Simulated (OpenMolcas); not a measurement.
# 4d4 along the 40-electron sequence

| Quantity | Value |
| --- | --- |
| Program | OpenMolcas 26.06 |
| Method | SS-CASPT2, IPEA 0.25 Eh, imaginary shift 0.1 Eh |
| Basis | ANO-RCC-VTZP |
| Scalar Hamiltonian | DKH2, point nucleus |
| Spin-orbit coupling | RASSI with atomic mean-field integrals over the reference wave functions, term energies averaged over their components |

Active space for each ion: 4 electrons in 5 orbitals (4d); closed shells correlated by CASPT2: 4s 4p.

Computed levels in cm-1 above 5D0:

```json
{"Level": "5D1", "Tc3+": "346", "Ru4+": "490", "Rh5+": "685", "Pd6+": "980", "Ag7+": "1256"}
{"Level": "5D2", "Tc3+": "945", "Ru4+": "1308", "Rh5+": "1779", "Pd6+": "2450", "Ag7+": "3070"}
{"Level": "5D3", "Tc3+": "1712", "Ru4+": "2330", "Rh5+": "3100", "Pd6+": "4150", "Ag7+": "5100"}
{"Level": "5D4", "Tc3+": "2590", "Ru4+": "3470", "Rh5+": "4550", "Pd6+": "5960", "Ag7+": "7230"}
{"Level": "3P0(1)", "Tc3+": "14650", "Ru4+": "16730", "Rh5+": "18450", "Pd6+": "20000", "Ag7+": "21820"}
{"Level": "3H4", "Tc3+": "15990", "Ru4+": "18180", "Rh5+": "20150", "Pd6+": "22080", "Ag7+": "24330"}
{"Level": "3P1(1)", "Tc3+": "16430", "Ru4+": "19150", "Rh5+": "21640", "Pd6+": "24180", "Ag7+": "26880"}
{"Level": "3H5", "Tc3+": "16810", "Ru4+": "19340", "Rh5+": "21770", "Pd6+": "24330", "Ag7+": "27160"}
{"Level": "3H6", "Tc3+": "17530", "Ru4+": "20310", "Rh5+": "23030", "Pd6+": "25940", "Ag7+": "29090"}
{"Level": "weight of 5D in the lowest level (%)", "Tc3+": "98", "Ru4+": "97", "Rh5+": "96", "Pd6+": "94", "Ag7+": "92"}
```

Mixed levels, with the weight of the term that names them: Pd6+ 3H4 (71 %), Ag7+ 3H4 (69 %).

Measured, with the error of the calculation in %. Measured levels: Ag7+ from Atoms 5, 11 (2017), spectra Ag VII to Ag IX.

```
 Level          Ag7+
   5D1   1340 (-6.3)
   5D2   3212 (-4.5)
   5D3   5292 (-3.7)
   5D4   7443 (-2.9)
3P0(1)  21309 (+2.4)
   3H4  23302 (+4.4)
3P1(1)  26526 (+1.3)
   3H5  26250 (+3.5)
   3H6  28185 (+3.2)
```

The fine-structure level 5D4 changes by a factor of 2.79 from Tc3+ to Ag7+. Its fourth root runs 7.13, 7.68, 8.21, 8.79, 9.22, with steps per unit of Z of 0.54, 0.54, 0.57, 0.43; equal steps would mean a (Z - σ)^4 law with constant σ.

3P0(1) changes by a factor of 1.49 over the same range, with steps per unit of Z of +2080, +1720, +1550, +1820 cm-1.

Term energies are means over components that CASPT2 splits; among the terms shown or strongly mixed into the levels shown the widest spread is 81 cm-1 (4d4 3H, Rh5+). Computed and measured levels are paired by configuration, term and J; levels that our copy of the source lacks, or whose pairing is in doubt (as where it misses far off the trend of its configuration), stay unpaired and out of the deviations. Levels of configurations outside the active space are missing.

A number in round brackets counts repeated terms of one configuration in the order of the reference energies.
